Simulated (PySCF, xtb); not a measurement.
B(H)(OH)(iPr) (C3H9BO), SMILES CC(C)BO. Other conformers were not sampled.

Harmonic wavenumbers (cm⁻¹) from GFN2-xTB in xtb at its own minimum, in rising order: 70, 210, 221, 241, 307, 378, 499, 672, 770, 842, 940, 950, 966, 992, 1034, 1113, 1139, 1179, 1275, 1308, 1339, 1404, 1418, 1503, 1507, 1515, 1521, 2615, 2909, 3002, 3004, 3009, 3021, 3026, 3044, 3557.

**Question.** What does PySCF 2.14.0 with PBE-D3(BJ)/def2-SVP give at its own minimum? (The exact figures need the calculation; the answer reports its results.)

**Answer.** 69, 202, 215, 237, 297, 355, 504, 672, 747, 852, 884, 903, 942, 975, 1009, 1101, 1140, 1151, 1236, 1265, 1331, 1344, 1375, 1409, 1421, 1432, 1436, 2522, 2916, 2944, 2956, 3022, 3033, 3034, 3056, 3668. Paired by order, the mean absolute difference is 33 cm⁻¹ and the zero-point energies are 75.1 and 73.8 kcal/mol.
